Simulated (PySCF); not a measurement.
Compound: C2H8ClPSn.
Structure used (PBE0-D3(BJ)/def2-SVP), in Å, numbered top down from 1:
```xyz
13
C2H8ClPSn angstrom
C     -1.0759   -1.2584   -0.2673
C     -0.8650   -0.2757    0.8733
Sn     0.4018    1.3784    0.3150
P      2.6054    0.7314   -0.7179
Cl    -0.7264    2.4145   -1.4919
H     -1.5424   -0.7691   -1.1364
H     -1.7322   -2.0894    0.0381
H     -0.1260   -1.6999   -0.6079
H     -1.8160    0.1635    1.2149
H     -0.3974   -0.7540    1.7494
H      0.5725    2.5878    1.5210
H      1.9336   -0.0776   -1.6870
H      2.7736   -0.3671    0.1860
```

Computed with PBE0-D3(BJ)/def2-SVP geometry optimisation, gas phase, def2 core potentials past Kr (PySCF 2.14.0).

Problem. Which atoms are bound to Sn3, and at what distances?

Solution. 4 atoms: H11 1.716 Å, C2 2.157 Å, Cl5 2.369 Å, P4 2.518 Å. The nearest atom not counted as bound is H9, at 2.68 Å (others tie with it).

Problem. List the angles at Sn3.

Solution. 
```tsv
angle	degrees	distance of the outer atoms (Å)
C2–Sn3–P4	115.0	3.95
C2–Sn3–H11	114.6	3.27
P4–Sn3–H11	112.5	3.55
Cl5–Sn3–H11	106.0	3.29
C2–Sn3–Cl5	104.7	3.58
P4–Sn3–Cl5	102.5	3.81
```

Problem. What is the shape at Sn3?

Solution. Distorted tetrahedral: angles from 102.5° to 115.0°; τ4 = (360° − α − β)/141° = 0.92 with α and β the two widest (0 for a square, 1 for a tetrahedron).

Problem. What are the other bond lengths?

Solution. C1–C2 1.520 Å; C1–H6, C1–H7, C1–H8 1.102 Å; C2–H9 1.102 Å; C2–H10 1.102 Å; P4–H12, P4–H13 1.431 Å.

Problem. Give some angles away from the centre.

Solution. C1–C2–Sn3 112.5°.

Problem. What are the rotational constants (commonest isotopes, rigid rotor)?

Solution. A = 1589, B = 1409, C = 1043 MHz: an asymmetric top.

Point group: C1 (no symmetry element, even within 0.4 Å). Charge 0, singlet. Stationary, but not proved a minimum.

One conformer stands for the species.
